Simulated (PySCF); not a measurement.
Basis-set dependence of RbN at MP2

PySCF, ROHF reference; triplet, unpaired electrons π ↑↑; De to Rb + N without counterpoise correction. Frozen cores follow the default of each basis and core potential.

```csv
basis,relativity,functions,Re (Å),ωe (cm⁻¹),De (eV),frozen orbitals
def2-SVP,scalar-relativistic core potentials,38,2.685,322,-0.15,1
def2-SVPD,scalar-relativistic core potentials,47,2.677,327,0.08,1
def2-TZVPP,scalar-relativistic core potentials,71,2.702,297,0.38,1
```

(1) How does each smaller set differ from the one with most functions, def2-TZVPP?

Correlated steps freeze 1 core orbital. The bond is weak. Basis-set superposition, not corrected here, can be much of De in a small basis, most of all at correlated wavefunction levels. Spin–orbit coupling is left out. A negative De means that the minimum lies above the separated atoms at that level. The state was picked by a PBE0 search and need not be the measured ground state.

Answers

(1) def2-SVP: -1.7 pm, +8.4 % in ωe, -0.53 eV in De; def2-SVPD: -2.5 pm, +10.1 % in ωe, -0.30 eV in De. All at MP2; the set with most functions is neither the basis-set limit nor always the best.
